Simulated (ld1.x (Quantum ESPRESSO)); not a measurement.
# P: excitation energies, all-electron against TM

| Item | Value |
| --- | --- |
| Element | phosphorus |
| Generator | ld1.x (Quantum ESPRESSO) 7.5 |
| Type | norm-conserving Troullier–Martins (Kleinman–Bylander form) |
| Functional | Wu–Cohen |
| Relativity | scalar-relativistic |
| Frozen core | [Ne] |
| Valence charge | 5 |
| Reference configuration | 3s2 3p3 |
| Partial waves | 3s (bound): rc 1.10 bohr; 3p (bound): rc 1.70 bohr |
| Local potential | all-electron potential smoothed inside 1.20 bohr (lloc = -2) |
| Core correction | a·sin(br)/r model core inside 0.85 bohr |

Energies are relative to the spin-unpolarised reference configuration 3s2 3p3; without spin polarisation the order of configurations can differ from experiment.

| valence configuration | charge | ΔE all-electron (eV) | error AE − PS (meV) |
| --- | --- | --- | --- |
| 3s2 3p2 | +1 | 9.706 | +4.2 |
| 3s2 3p1 | +2 | 28.846 | +32 |
| 3s2 3p0 | +3 | 58.603 | +114 |
| 3s2 3p3.3 | -0.3 | -1.298 | +0.2 |
| 3s1 3p0 | +4 | 110.594 | +231 |
| 3s1 3p3 | +1 | 18.815 | +2.8 |

Q: What are ΔE and the potential's error for 3s0 3p5?

A: ΔE = 17.175 eV all-electron; the error (AE − PS) is -22 meV.

Levels in the configuration 3s2 3p1:

| level | all-electron (eV) | pseudo (eV) |
| --- | --- | --- |
| 3s | -33.949 | -33.891 |
| 3p | -24.279 | -24.229 |
